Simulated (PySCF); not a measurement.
Name the molecule from its bond curve

A diatomic of charge +1 contains In. Its doublet curve at PBE0 in a triple-zeta basis (scalar-relativistic core potentials, PySCF), in eV from the separated fragments:

(R (Å), E (eV)): (1.996, 0.212), (2.089, -0.359), (2.182, -0.647), (2.251, -0.737), (2.321, -0.753), (2.391, -0.721), (2.483, -0.634), (2.599, -0.498), (2.739, -0.343), (2.925, -0.187)

The fit gives ωe = 333 cm⁻¹ and the rotational constant Bₑ = 0.1183 cm⁻¹.

**Question.** Which atom is the partner?

**Answer.** The minimum lies at 2.305 Å, so the reduced mass is 16.8576 u Å² cm⁻¹/(Bₑ·Re²) = 26.82 u. With In at 114.90 u the partner weighs about 35.0 u: Cl. The molecule is InCl⁺.

Spin–orbit coupling is left out. The state is the lowest determinant that a PBE0 search found; another state may lie lower at other levels.
